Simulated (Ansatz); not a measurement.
Cost and result for the atomization energy of `CO[SiH2][SiH2]N` (14 atoms, 13 bonds).

Z-matrix (Å, degrees):
```
C
O 1 1.410
H 1 1.096 2 111.7
H 1 1.091 2 108.2 3 119.7
H 1 1.097 2 111.2 3 -121.4
Si 2 1.648 1 122.4 3 55.5
Si 6 2.350 2 112.8 1 -61.4
H 6 1.498 2 110.1 1 59.9
H 6 1.485 2 106.1 1 177.1
N 7 1.731 6 108.7 2 66.0
H 7 1.489 6 111.4 2 -51.4
H 7 1.500 6 108.1 2 -168.0
H 10 1.009 7 118.9 6 -169.4
H 10 1.008 7 118.7 6 52.1
```

Charge 0, multiplicity 1. The structure was optimised at the PBE0-D4/def2-TZVP level. It is one conformer, not always the lowest. Program: Ansatz. All runs use 4 threads of an Intel Xeon Platinum 8488C on a shared host. Times are those of one run each, without the atoms' runs, and a repeat can differ threefold. Electronic energies, without spin–orbit coupling; frozen cores. CCSD(T)/CBS adds CCSD(T) − MP2 in def2-TZVPP to the MP2 limit, and its time is that of the two runs behind it. T1 = 0.011. B3LYP takes the VWN-RPA correlation (the form of Gaussian; ORCA's B3LYP/G).

CCSD(T)/CBS is a level of theory with its own doubt, some kJ/mol a heavy atom from the limit and from the frozen cores, so smaller differences don't rank the functionals.

```
                             level  functions  wall time  atomization (kJ/mol)  difference from CCSD(T)/CBS  per bond
   PBE-D4/def2-TZVPP (with forces)        303      2.6 s                4821.3                         20.0       1.5
                PBE0-D4/def2-TZVPP        303      3.3 s                4757.5                        -43.8      -3.4
r2SCAN-D4/def2-TZVPP (with forces)        303        4 s                4781.2                        -20.1      -1.5
 B3LYP-D4/def2-TZVPP (with forces)        303      5.5 s                4800.4                         -0.9      -0.1
                 B2PLYP/def2-TZVPP        303      5.5 s                4735.1                        -66.2      -5.1
                ωB97X-V/def2-TZVPP        303      7.5 s                4823.2                         21.9       1.7
  ωB97M-V/def2-TZVPP (with forces)        303      9.5 s                4804.0                          2.7       0.2
                    MP2/def2-QZVPP        581       26 s                4772.0                        -29.3      -2.3
                CCSD(T)/def2-TZVPP        303    6.6 min                4664.4                       -136.9     -10.5
                 CCSD(T)/CBS(def2)          –      7 min                4801.3                          0.0       0.0
```

In def2-TZVPP, CCSD(T) changes the Hartree–Fock value by +1187.3 kJ/mol (the triples alone add +57.1 kJ/mol) and MP2 by +1212.8 kJ/mol; breaking electron pairs costs correlation energy, which Hartree–Fock lacks. The D4 term adds +47.4 kJ/mol with B3LYP and +25.4 kJ/mol with PBE0; it sums over pairs of atoms, weighted by their polarisabilities, and B3LYP, whose exchange is more repulsive, gets the larger term. From PBE to PBE0 (25 % exact exchange), in def2-TZVPP and without D4, the atomization energy moves by −59.6 kJ/mol: exact exchange takes away binding that semilocal exchange gives to molecules.
